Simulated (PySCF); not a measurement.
Compound: C7H5FO2.
Z-matrix (Å and degrees, PBE0-D3(BJ)/def2-SVP geometry), rows numbered from 1:
```
O 
C   1  1.2064
O   2  1.3340  1  122.38
C   2  1.4883  1  123.18  3   179.92
C   4  1.4025  2  116.65  1    -0.71
C   5  1.3877  4  121.49  2   179.94
C   6  1.3963  5  119.43  4    -0.08
C   7  1.3904  6  120.29  5     0.08
C   8  1.3915  7  119.66  6     0.01
F   9  1.3240  4  121.16  2     0.15
H   3  0.9696  2  105.81  1    -0.07
H   5  1.0918  4  116.93  2    -0.06
H   6  1.0915  5  120.18  4   179.94
H   7  1.0925  6  120.26  5  -179.93
H   8  1.0914  7  121.95  6  -179.97
```

Definitions: NICS(0) = −σiso at the ring centroid; NICS(1) = −σiso and NICS(1)zz = −σzz at ±1 Å along the ring normal z. Level: GIAO KT3/pcSseg-1 (PySCF, non-relativistic, gas phase) on the PBE0-D3(BJ)/def2-SVP geometry, one conformer.

Ring bond lengths (Å): C4–C5 1.403, C5–C6 1.388, C6–C7 1.396, C7–C8 1.390, C8–C9 1.392, C9–C4 1.401.

Problem. Give the NICS values of each ring in ppm.

Solution. 
| ring | type | NICS(0) | NICS(1), two faces | NICS(1)zz, two faces | rms pucker (Å) | centre to ring atoms, mean (Å) |
| --- | --- | --- | --- | --- | --- | --- |
| C4–C5–C6–C7–C8–C9 | 6-membered carbocycle; formal bonds all aromatic | -9.8 | -10.7 / -10.7 | -25.3 / -25.3 | 0.00 | 1.39 |

Problem. What do they say, and how far can they be read as aromaticity?

Solution. 
- C4–C5–C6–C7–C8–C9: mean NICS(1)zz -25.3 ppm, shielded. For a flat ring without four-coordinate atoms the NICS criterion counts such a value as aromatic.

Problem. How equal are the bonds by HOMA? Use HOMA with the parameters of Krygowski (1993).

Solution. 
- C4–C5–C6–C7–C8–C9: HOMA 0.98 = 1 − EN − GEO, with mean bond length 1.395 Å, EN = α(Ropt − mean)² = 0.013 and GEO = α × variance = 0.008. The geometric and the magnetic index point the same way.

Problem. At the first NICS(1) probe listed for ring C4–C5–C6–C7–C8–C9, 1 Å off the ring, what do the in-plane components average?

Solution. The isotropic value is a third of the trace: (3 × -10.7 − (-25.3))/2 = -3.4 ppm.

Problem. How shielded are the nuclei of the rings and their hydrogens (means over atoms taken as equivalent)?

Solution. 
```tsv
atoms	environment	σ isotropic (ppm)	principal values of the symmetric part, first atom (ppm)
C4	substituted aromatic carbon	73.0	10.9, 54.4, 153.7
C5	aromatic CH carbon	53.7	-42.3, 36.5, 167.0
C6	aromatic CH carbon	65.5	-30.3, 55.5, 171.3
C7	aromatic CH carbon	54.3	-43.9, 41.6, 165.2
C8	aromatic CH carbon	71.3	-7.5, 61.7, 159.6
C9	aromatic C–F carbon	23.4	-41.5, 24.7, 86.9
H12	aromatic hydrogen	23.20	19.0, 23.3, 27.4
H13	aromatic hydrogen	24.31	21.0, 25.4, 26.6
H14	aromatic hydrogen	24.05	20.9, 24.8, 26.5
H15	aromatic hydrogen	24.45	21.1, 24.9, 27.4
```

Problem. How do the values depend on the level or the medium?

Solution. 
```tsv
level	NICS(0), C4–C5–C6–C7–C8–C9	mean NICS(1)zz, C4–C5–C6–C7–C8–C9
KT3/pcSseg-1, gas	-9.8	-25.3
PBE0/pcSseg-1, gas	-9.9	-26.6
PBE0/pcSseg-1, IEF-PCM chloroform	-9.8	-26.6
PBE0/pcSseg-1, IEF-PCM methanol	-9.8	-26.6
PBE0/pcSseg-1, IEF-PCM tetrahydrofuran	-9.8	-26.6
WP04/pcSseg-1, IEF-PCM chloroform	-9.9	-25.6
wB97X-D/pcSseg-1, IEF-PCM chloroform	-9.8	-26.8
```

The geometry is the same throughout; the continuum's cavity takes Bondi-type radii × 1.2.

Time: 35 s. Hardware: x86-64 server, one thread, no GPU (shared host). This is the whole shielding run at KT3/pcSseg-1, SCF included.
